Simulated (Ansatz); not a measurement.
`C[SiH2][AlH][F]` + H₂O → `O[SiH2][AlH][F]` + CH₄  (formal hydrolysis of the Si–C bond)

Computed with Ansatz on PBE0-D4/def2-TZVP structures; ΔE is electronic, products minus reactants. CCSD(T)/CBS is the MP2 limit (def2-TZVPP, def2-QZVPP) plus CCSD(T) − MP2 in def2-TZVPP, frozen cores. This one scheme is used for every species. DFT in def2-TZVPP. One conformer a species, not always the lowest.

```csv
level,ΔE (kJ/mol)
BHLYP-D4,-92.2
r2SCANh,-86.2
```

Question: What does CCSD(T)/CBS give? (Estimate.)

Answer: Ansatz gave: -81.5 kJ/mol. The listed levels differ from it by -10.7, -4.7 kJ/mol.

Largest T1 diagnostic among the species: 0.013.

At CCSD(T), def2-SVP lies +3.6 kJ/mol from the extrapolated value and def2-TZVPP −1.1 kJ/mol. In def2-TZVPP, CCSD(T) changes the Hartree–Fock value by +17.5 kJ/mol (the triples alone add +1.8 kJ/mol) and MP2 by +16.0 kJ/mol. Leaving LDA and LC-ωPBE aside and taking each functional with its dispersion term where it has one, the values, not all of them listed here, spread over 16.2 kJ/mol, from BHLYP-D4 to revPBE-D4.
